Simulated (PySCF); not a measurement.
# Electron correlation in W⁺ (tungsten, charge +1)

[Xe] 4f14 5d4 6p1, one real determinant (an excited configuration). Computed with PySCF 2.14 in def2-QZVPPD with the def2 core potential (60 electrons) (7s6p4d3f2g, 84 functions), with scalar relativity through the core potential. Frozen: 5s2 5p6; 5 electrons correlated.

| level | correlation energy (mhartree) |
| --- | --- |
| CCSD | -54.04 |
| (T) | -1.60 |
| CCSD(T) | -55.64 |

Diagnostics: T1 = 0.011, D1 = 0.0317, largest double amplitude 0.107.

The real determinant used has ⟨L²⟩ near 8 against 12 for a pure F term, so it mixes terms. Spin-orbit coupling, absent here, splits the open shell strongly.

Cost of the coupled-cluster step: of the order of 15 core-seconds, for 5 correlated electrons.

Iterations:

```
CC2 = 0
CCSD nocc = (np.int64(5), np.int64(0)), nmo = (80, 80)
frozen orbitals [[0, 1, 2, 3], [0, 1, 2, 3]]
max_cycle = 100
direct = 0
conv_tol = 1e-08
conv_tol_normt = 1e-06
diis_space = 8
diis_start_cycle = 0
Init t2, MP2 energy = -0.0453250118047268
Init E_corr(UCCSD) = -0.0453250118123904
cycle = 1  E_corr(UCCSD) = -0.0510086982311709  dE = -0.00568368642  norm(t1,t2) = 0.0320745
cycle = 2  E_corr(UCCSD) = -0.0521301254566213  dE = -0.00112142723  norm(t1,t2) = 0.0183484
cycle = 3  E_corr(UCCSD) = -0.0531151678090507  dE = -0.000985042352  norm(t1,t2) = 0.0141864
cycle = 4  E_corr(UCCSD) = -0.0534533385779469  dE = -0.000338170769  norm(t1,t2) = 0.00993633
cycle = 5  E_corr(UCCSD) = -0.0539948294129744  dE = -0.000541490835  norm(t1,t2) = 0.00517917
cycle = 6  E_corr(UCCSD) = -0.0539762640797723  dE = 1.85653332e-05  norm(t1,t2) = 0.00178374
cycle = 7  E_corr(UCCSD) = -0.0540282210522707  dE = -5.19569725e-05  norm(t1,t2) = 0.00138747
cycle = 8  E_corr(UCCSD) = -0.0539919361885239  dE = 3.62848637e-05  norm(t1,t2) = 0.00107215
cycle = 9  E_corr(UCCSD) = -0.0540577403963099  dE = -6.58042078e-05  norm(t1,t2) = 0.000716486
cycle = 10  E_corr(UCCSD) = -0.0540378373499413  dE = 1.99030464e-05  norm(t1,t2) = 0.000349545
cycle = 11  E_corr(UCCSD) = -0.0540427576655807  dE = -4.92031564e-06  norm(t1,t2) = 0.000100564
cycle = 12  E_corr(UCCSD) = -0.054043003196917  dE = -2.45531336e-07  norm(t1,t2) = 3.23284e-05
cycle = 13  E_corr(UCCSD) = -0.0540430541676715  dE = -5.09707545e-08  norm(t1,t2) = 7.34284e-06
cycle = 14  E_corr(UCCSD) = -0.0540430485365894  dE = 5.63108209e-09  norm(t1,t2) = 2.65464e-06
cycle = 15  E_corr(UCCSD) = -0.0540430450475889  dE = 3.48900053e-09  norm(t1,t2) = 5.55701e-07
UCCSD converged
E(UCCSD) = -65.96498697119581  E_corr = -0.05404304504758887
UCCSD(T) correction = -0.00160307386250859
```

The reference is one real determinant that mixes LS terms of this configuration.
